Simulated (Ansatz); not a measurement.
Ideal-gas functions of H₃O₄Si−, SMILES `[O-][Si](O)(O)O` at 600 K and 1 bar, from an Ansatz frequency run at PBE0-D4/def2-TZVPD.

Molar mass 95.11 g/mol, point group C3 (symmetry number 3), electronic degeneracy 1, moments of inertia 125.357, 125.365, 125.688 u Å². Harmonic wavenumbers (cm⁻¹, unscaled): 131, 132, 152, 311, 311, 355, 393, 393, 724, 813, 814, 903, 903, 930, 1139, 3915, 3915, 3915.

Use S(trans) = R[1.5 ln M + 2.5 ln T − 1.1517]; rotational temperatures θ = 24.2544 K / I; S(rot) = R[ln(√π/σ · √(T³/θAθBθC)) + 1.5]; for each mode x = 1.438777 ν̃/T, S = R[x/(eˣ − 1) − ln(1 − e⁻ˣ)] and H = RT x/(eˣ − 1); 1 cm⁻¹ = 0.0119627 kJ/mol; R = 8.31446 J/(mol·K).

Q: By hand: the entropy, in J/(mol·K).

A: Translation 180.2. Rotation: θ = 0.1935, 0.1935, 0.193 K, giving 108.4. Vibration, mode by mode: 17.98, 17.91, 16.75, 10.94, 10.94, 9.90, 9.11, 9.11, 4.70, 3.97, 3.96, 3.35, 3.35, 3.18, 2.14, 0.01, 0.01, 0.01, in all 127.3. Electronic 0.0. Sum 415.9 J/(mol·K).

Q: By hand: H − E and G − E in kJ/mol, counted from the electronic energy.

A: Zero-point energy ½ × 20149 × 0.0119627 = 120.5; thermal vibration 38.7; translation, rotation and pV give 4 RT = 20.0. H − E = 179.2 kJ/mol, and G − E = 179.2 − 600 × 415.9/1000 = -70.3 kJ/mol.

Vibration gives 31 % of the entropy, 35.9 J/(mol·K) of it from the modes under 150 cm⁻¹: soft modes count most, and the harmonic formula is weakest for them. The sum counts one conformer and one mirror image; others add a mixing term.
